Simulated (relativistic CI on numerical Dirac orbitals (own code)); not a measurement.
## Level scheme of Sc5+

These numbers are calculated, not measured: Dirac-Coulomb-Breit CI, separate exchange-only KLI orbitals for each configuration, a model potential for QED, valence Slater integrals scaled by 0.85, P86 correlation energy added to each configuration (own radial code, finite nucleus).

CI space (outside the closed core [Ne]): 3s2 3p4, 3s 3p5, 3s2 3p3 3d, 3p6, 3s 3p4 3d, 3s2 3p3 4s, 3s2 3p3 4p, 3p5 3d, 3s 3p3 3d2, 3s2 3p3 4d, 3s2 3p3 4f, 3s2 3p3 5s, 3s 3p4 4s, 3s2 3p3 5p, 3s2 3p2 3d2, 3s2 3p 3d3, 3s 3p2 3d3, 3s2 3p 3d2 4s, 3s2 3p 3d2 4p, 3s2 3p 3d2 4d. Double excitations out of closed p, d and f shells are left out; levels of such configurations are missing from the list, as are those of other unlisted configurations, and high levels can miss mixing partners. These lack a partner that the ground configuration has and come out too high: 3s2 3p3 4f, 3s2 3p3 5s, 3s 3p4 4s, 3s2 3p3 5p.

The lowest level is 3s2 3p4 3P_2, with 96 % of that term; Hund's rules for 3s2 3p4 give 3P with J = 2, in agreement.

| No. | Configuration | Term | J | E (eV) | % | Landé g | jj configuration (%) |
| --- | --- | --- | --- | --- | --- | --- | --- |
| 1 | 3s2 3p4 | 3P | 2 | 0.0000 | 96 | 1.495 | 3p3/2^2 (74) |
| 2 | 3s2 3p4 | 3P | 1 | 0.4136 | 97 | 1.501 | 3p1/2 3p3/2^3 (97) |
| 3 | 3s2 3p4 | 3P | 0 | 0.5455 | 96 |  | 3p3/2^4 (55) |
| 4 | 3s2 3p4 | 1D | 2 | 2.5577 | 96 | 1.005 | 3p1/2 3p3/2^3 (74) |
| 5 | 3s2 3p4 | 1S | 0 | 5.5917 | 94 |  | 3p3/2^2 (54) |
| 6 | 3s 3p5 | 3P° | 2 | 22.4823 | 79 | 1.501 | 3s 3p3/2^3 (79) |
| 7 | 3s 3p5 | 3P° | 1 | 22.8354 | 79 | 1.500 | 3s 3p1/2 3p3/2^4 (50) |
| 8 | 3s 3p5 | 3P° | 0 | 23.0312 | 79 |  | 3s 3p1/2 3p3/2^4 (79) |
| 9 | 3s 3p5 | 1P° | 1 | 28.4940 | 56 | 1.001 | 3s 3p3/2^3 (35) |
| 10 | 3s2 3p3 3d | 5D° | 0 | 30.4406 | 98 |  | 3p1/2 3p3/2^2 3d3/2 (53) |
| 11 | 3s2 3p3 3d | 5D° | 1 | 30.4438 | 98 | 1.500 | 3p1/2 3p3/2^2 3d3/2 (50) |
| 12 | 3s2 3p3 3d | 5D° | 2 | 30.4493 | 97 | 1.499 | 3p1/2 3p3/2^2 3d3/2 (38) |
| 13 | 3s2 3p3 3d | 5D° | 3 | 30.4575 | 97 | 1.499 | 3p1/2 3p3/2^2 3d5/2 (29) |
| 14 | 3s2 3p3 3d | 5D° | 4 | 30.4724 | 97 | 1.499 | 3p1/2 3p3/2^2 3d5/2 (54) |
| 15 | 3s2 3p3 3d | 3D° | 2 | 32.5969 | 94 | 1.153 | 3p3/2 3d5/2 (32) |
| 16 | 3s2 3p3 3d | 3D° | 3 | 32.6141 | 95 | 1.330 | 3p1/2 3p3/2^2 3d5/2 (64) |
| 17 | 3s2 3p3 3d | 3D° | 1 | 32.6695 | 97 | 0.500 | 3p1/2 3p3/2^2 3d5/2 (48) |
| 18 | 3s2 3p3 3d | 3F° | 2 | 33.3557 | 94 | 0.681 | 3p1/2 3p3/2^2 3d3/2 (57) |
| 19 | 3s2 3p3 3d | 1S° | 0 | 33.4223 | 97 |  | 3p1/2 3p3/2^2 3d5/2 (56) |
| 20 | 3s2 3p3 3d | 3F° | 3 | 33.4810 | 95 | 1.087 | 3p1/2 3p3/2^2 3d3/2 (47) |
| 21 | 3s2 3p3 3d | 3F° | 4 | 33.6352 | 96 | 1.249 | 3p1/2 3p3/2^2 3d5/2 (67) |
| 22 | 3s2 3p3 3d | 3G° | 3 | 35.3769 | 96 | 0.755 | 3p1/2 3p3/2^2 3d3/2 (40) |
| 23 | 3s2 3p3 3d | 3G° | 4 | 35.4050 | 96 | 1.054 | 3p1/2 3p3/2^2 3d3/2 (43) |
| 24 | 3s2 3p3 3d | 3G° | 5 | 35.4488 | 98 | 1.200 | 3p1/2 3p3/2^2 3d5/2 (98) |
| 25 | 3s2 3p3 3d | 1G° | 4 | 36.1674 | 95 | 1.007 | 3p1/2 3p3/2^2 3d3/2 (44) |
| 26 | 3s2 3p3 3d | 1D° | 2 | 36.4247 | 95 | 1.000 | 3p1/2 3p3/2^2 3d3/2 (26) |
| 27 | 3s2 3p3 3d | 3F° | 4 | 37.7016 | 93 | 1.241 | 3p3/2^3 3d5/2 (45) |
| 28 | 3s2 3p3 3d | 3F° | 3 | 37.7442 | 95 | 1.082 | 3p1/2 3p3/2^2 3d5/2 (40) |
| 29 | 3s2 3p3 3d | 3P° | 0 | 37.7880 | 96 |  | 3p3/2 3d3/2 (57) |
| 30 | 3s2 3p3 3d | 3F° | 2 | 37.8197 | 94 | 0.681 | 3p1/2 3p3/2^2 3d3/2 (63) |
| 31 | 3s2 3p3 3d | 3P° | 1 | 37.8936 | 89 | 1.434 | 3p3/2 3d3/2 (34) |
| 32 | 3s2 3p3 3d | 3D° | 1 | 37.9333 | 90 | 0.566 | 3p1/2 3p3/2^2 3d3/2 (41) |
| 33 | 3s2 3p3 3d | 3D° | 2 | 38.1570 | 64 | 1.265 | 3p3/2^3 3d3/2 (19) |
| 34 | 3s2 3p3 3d | 3P° | 2 | 38.1969 | 64 | 1.385 | 3p1/2 3p3/2^2 3d5/2 (71) |
| 35 | 3s2 3p3 3d | 3D° | 3 | 38.4748 | 95 | 1.328 | 3p3/2^3 3d5/2 (44) |
| 36 | 3s2 3p3 3d | 1F° | 3 | 40.7237 | 95 | 1.003 | 3p1/2 3p3/2^2 3d5/2 (34) |
| 37 | 3s2 3p3 3d | 3S° | 1 | 41.8364 | 80 | 1.893 | 3p1/2 3p3/2^2 3d3/2 (65) |
| 38 | 3s2 3p3 3d | 3P° | 2 | 41.8543 | 79 | 1.500 | 3p1/2 3p3/2^2 3d5/2 (40) |
| 39 | 3s2 3p3 3d | 1P° | 1 | 41.9713 | 31 | 1.299 | 3p1/2 3p3/2^2 3d5/2 (48) |
| 40 | 3s2 3p3 3d | 3P° | 0 | 42.2444 | 78 |  | 3p3/2^3 3d3/2 (36) |
| 41 | 3s2 3p3 3d | 3P° | 1 | 42.2486 | 42 | 1.307 | 3p1/2 3p3/2^2 3d5/2 (24) |
| 42 | 3s2 3p3 3d | 3D° | 3 | 43.6118 | 95 | 1.330 | 3p3/2 3d5/2 (42) |
| 43 | 3s2 3p3 3d | 3D° | 2 | 43.8871 | 94 | 1.164 | 3p1/2 3p3/2^2 3d5/2 (49) |
| 44 | 3s2 3p3 3d | 3D° | 1 | 44.0673 | 96 | 0.502 | 3p3/2^3 3d3/2 (27) |
| 45 | 3s2 3p3 3d | 1D° | 2 | 45.1719 | 95 | 1.003 | 3p1/2 3p3/2^2 3d5/2 (46) |

Energies count from the lowest computed level; ° marks odd parity. Filled j subshells are mostly left out of the jj labels.

The mean weight of the leading LS term, summed over parents, in these 45 levels is 88 %, and that of the leading jj configuration (from the same eigenvectors) 50 %, so LS coupling describes them better.

At this charge configurations can still be misplaced by up to about 7 % of their energy. 22 of the 28 excited levels that our extract of the measured tables holds in this range could be paired (the sources list more); they are missed by 8928 cm⁻¹ on average and 18320 at most, and levels without a partner can miss by more.

Landé's interval rule says that E(J) − E(J−1) = AJ with one A. For the ground term the intervals give A = -1063.9, -1667.9 cm⁻¹ for J = 1, 2; the multiplet is inverted.

LS names give the leading component of a level, which can be under half, so a name can repeat, a term be missing and a line seem to break the LS rules.
